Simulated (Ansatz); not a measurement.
A nudged elastic band was laid between two geometries of ClFGaH2 (5 atoms, charge 0, multiplicity 2).

Computed with UKS PBE/def2-SVP (Ansatz).

```json
{
  "movable images": "3",
  "climbing image": "yes",
  "spring": "5.0 eV/Å²",
  "optimiser": "quadratic models (default)",
  "start path": "through a guess of the saddle point",
  "force threshold": "0.05 eV/Å",
  "iteration limit": "60",
  "end points": "relaxed"
}
```

First end point:

```xyz
5
Properties=species:S:1:pos:R:3
Ga 0.166 0.026 0.575
Cl -1.082 -0.893 2.433
H 1.425 -0.877 0.355
H -0.850 0.762 -0.361
F 0.340 0.982 2.209
```

Last end point:

```xyz
5
Properties=species:S:1:pos:R:3
Ga 0.134 -0.271 -0.004
Cl -0.137 0.277 2.111
H 1.346 -1.240 -0.222
H -0.930 0.399 -0.938
F -0.413 0.835 4.262
```

Q: Which bonds break or form, and what moves?

A: Bonds broken: Ga1–F5. ClFGaH2 becomes ClGaH2 + F.

Q: Give the energies along the band, and the barrier.

A: It converged. The highest image is number 4 of 0 to 4, 40.2 kcal/mol above the first end and 0.0 kcal/mol above the last; the last end lies 40.2 kcal/mol above the first. The highest image is an end point: on this band no image between the ends rises above it. So few images can step over the top or miss a turn of the path.

```csv
image,path coordinate (Å),energy (kcal/mol),Ga1–F5 (Å)
0,0.00,0.0,1.90
1,1.01,27.5,2.96
2,2.02,35.7,3.92
3,3.04,40.1,4.44
4,3.11,40.2,4.44
```

Run time: 78 s on 2 threads of Arm Neoverse V1, with other jobs on the host, peak memory 0.16 GiB.
